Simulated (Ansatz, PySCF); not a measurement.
This singlet lies 1.55 eV below the relaxed triplet at the level composite: frozen-core CCSD(T) with HF/cc-pVQZ and the correlation energy extrapolated as X^-3 from cc-pVTZ and cc-pVQZ, plus CCSDT(Q) minus CCSD(T) in cc-pVDZ // PBE0-D3(BJ)/def2-TZVP (Ansatz, an electronic-structure program).

Z-matrix (Å, degrees):
```
N
C 1 1.3020
H 1 1.0117 2 119.52
H 1 1.0187 3 114.01 2 -180.00
H 2 1.1079 1 106.30 3 180.00
```
Charge 0, multiplicity 1.

**Question.** What is the computed HOMO–LUMO gap, HOMO and LUMO (PBE-D3(BJ)/def2-TZVP // PBE0-D3(BJ)/def2-TZVP (PySCF))?

**Answer.** 
| Quantity | Value |
|---|---|
| HOMO–LUMO gap | 2.98 eV |
| HOMO | -4.57 eV |
| LUMO | -1.59 eV |
